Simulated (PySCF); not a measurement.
# Dipole response of Al²⁺ (aluminium, charge +2)

[Ne] 3s1, 2S determinant. Calculation: PySCF 2.14, in dyall-av3z (19s12p3d2f, 84 functions); scalar relativity by spin-free X2C-1e. Coupled (time-dependent) response in atomic units; α is the mean over directions.

```json
{"method": "UHF", "mean α (bohr³)": "15.23", "C₆ (like pair)": "42.70", "S(−4)": "260.5"}
{"method": "PBE", "mean α (bohr³)": "13.48", "C₆ (like pair)": "35.43", "S(−4)": "206.9"}
{"method": "PBE0", "mean α (bohr³)": "14.00", "C₆ (like pair)": "37.50", "S(−4)": "222.6"}
{"method": "BHandHLYP", "mean α (bohr³)": "13.21", "C₆ (like pair)": "34.45", "S(−4)": "197.4"}
{"method": "TPSSh", "mean α (bohr³)": "14.61", "C₆ (like pair)": "40.10", "S(−4)": "241.0"}
```

S(−4) is the Cauchy moment in α(ω) = α(0) + S(−4) ω² + …

α(iu) at UHF:

```json
{"u (hartree)": "0", "α(iu) (bohr³)": "15.23"}
{"u (hartree)": "0.0500", "α(iu) (bohr³)": "14.61"}
{"u (hartree)": "0.100", "α(iu) (bohr³)": "13.01"}
{"u (hartree)": "0.200", "α(iu) (bohr³)": "9.075"}
{"u (hartree)": "0.300", "α(iu) (bohr³)": "6.066"}
{"u (hartree)": "0.500", "α(iu) (bohr³)": "3.000"}
{"u (hartree)": "0.750", "α(iu) (bohr³)": "1.564"}
{"u (hartree)": "1.00", "α(iu) (bohr³)": "0.9709"}
{"u (hartree)": "1.50", "α(iu) (bohr³)": "0.5040"}
{"u (hartree)": "2.00", "α(iu) (bohr³)": "0.3242"}
{"u (hartree)": "3.00", "α(iu) (bohr³)": "0.1792"}
{"u (hartree)": "5.00", "α(iu) (bohr³)": "0.08464"}
```

A single London oscillator, α(iu) = α/(1 + u²/ω²), gives C₆ = (3/4) ω α². Matching the computed C₆ needs ω = 4 × 42.70 / (3 × 15.23²) = 0.245 hartree.

For an ion, C₆ is the dispersion term alone; charge-induced terms of lower order in 1/R come first.
